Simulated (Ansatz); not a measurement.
Stretching the N6–H7 bond in CH5BeN (SMILES [CH3][Be][NH2]) (multiplicity 1 held, fragments rigid). Energies count from the point at 1.008 Å.
Geometry at that point (charge 0, multiplicity 1):
```xyz
8

Be    -0.053    -0.026     0.048
C      1.121     0.437    -1.069
H      2.039    -0.150    -0.974
H      1.404     1.487    -0.935
H      0.775     0.335    -2.102
N     -1.102    -0.431     1.051
H     -1.517    -1.346     1.122
H     -1.497     0.174     1.754
```

Signs of static correlation in cc-pVTZ, from Ansatz (an electronic-structure program) runs.

```json
[
 {"R (Å)": "0.806", "T1 of restricted CCSD": "0.009", "⟨S²⟩ of UHF": "0.000", "largest double amplitude of restricted CCSD": "0.037"},
 {"R (Å)": "0.907", "T1 of restricted CCSD": "0.009", "⟨S²⟩ of UHF": "0.000", "largest double amplitude of restricted CCSD": "0.038"},
 {"R (Å)": "1.008", "T1 of restricted CCSD": "0.009", "⟨S²⟩ of UHF": "0.000", "largest double amplitude of restricted CCSD": "0.038"},
 {"R (Å)": "1.108", "T1 of restricted CCSD": "0.010", "⟨S²⟩ of UHF": "0.000", "largest double amplitude of restricted CCSD": "0.038"},
 {"R (Å)": "1.209", "T1 of restricted CCSD": "0.010", "⟨S²⟩ of UHF": "0.000", "largest double amplitude of restricted CCSD": "0.037"},
 {"R (Å)": "1.360", "T1 of restricted CCSD": "0.011", "⟨S²⟩ of UHF": "0.000", "largest double amplitude of restricted CCSD": "0.035"},
 {"R (Å)": "1.512", "T1 of restricted CCSD": "0.012", "⟨S²⟩ of UHF": "?", "largest double amplitude of restricted CCSD": "0.055"},
 {"R (Å)": "1.763", "T1 of restricted CCSD": "0.016", "⟨S²⟩ of UHF": "0.611", "largest double amplitude of restricted CCSD": "0.147"},
 {"R (Å)": "2.015", "T1 of restricted CCSD": "0.020", "⟨S²⟩ of UHF": "0.836", "largest double amplitude of restricted CCSD": "0.270"},
 {"R (Å)": "2.318", "T1 of restricted CCSD": "0.027", "⟨S²⟩ of UHF": "1.007", "largest double amplitude of restricted CCSD": "?"},
 {"R (Å)": "2.721", "T1 of restricted CCSD": "0.035", "⟨S²⟩ of UHF": "1.007", "largest double amplitude of restricted CCSD": "0.567"},
 {"R (Å)": "3.225", "T1 of restricted CCSD": "0.043", "⟨S²⟩ of UHF": "1.008", "largest double amplitude of restricted CCSD": "0.710"}
]
```

Problem. Complete the blanks.

Solution. 
- 1.512, ⟨S²⟩ of UHF: 0.063
- 2.318, largest double amplitude of restricted CCSD: 0.408

Doubts at one or more of the structures used: a restricted determinant that unrestricted orbitals would lower (R-CCSD(T)/cc-pVTZ); other coupled-cluster roots lie near (R-CCSD(T)/cc-pVTZ); a spin-contaminated determinant (U-CCSD(T)/cc-pVTZ); T1 above 0.05 (U-CCSD(T)/cc-pVTZ).
